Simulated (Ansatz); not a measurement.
`OP([SiH3])S`, relaxed with RKS PBE-D4/def2-SVP in Ansatz from a rough embedded geometry. The force threshold is 0.03 eV/Å; the program also tests the step.

Charge 0, multiplicity 1.

Start:

```xyz
9

O     0.190   -1.341   -1.179
P    -0.903   -0.428   -0.461
Si    0.135   -0.049    1.465
S    -0.415    1.347   -1.430
H     0.924   -0.811   -1.565
H     1.579    0.327    1.174
H     0.166   -1.276    2.335
H    -0.476    1.049    2.229
H    -1.201    1.182   -2.568
```

```
step  energy (eV)  largest force (eV/Å)  largest move (Å)
   1  -30104.7797                 2.462             0.000
   2  -30105.1086                 1.748             0.195
   3  -30105.1503                 1.447             0.194
   4  -30105.1965                 0.588             0.157
   5  -30105.2118                 0.041             0.040
   6  -30105.2124                 0.036             0.023
   7  -30105.2129                 0.018             0.024
```

End:

```xyz
9

O     0.193   -1.527   -1.253
P    -0.916   -0.445   -0.583
Si    0.165    0.008    1.399
S    -0.429    1.488   -1.420
H     1.112   -1.193   -1.220
H     1.577    0.460    1.115
H     0.224   -1.280    2.173
H    -0.561    1.051    2.200
H    -1.365    1.438   -2.413
```

Run time 9 s (2 threads of an AMD EPYC 9R14 on a shared host); peak host memory 0.16 GiB.
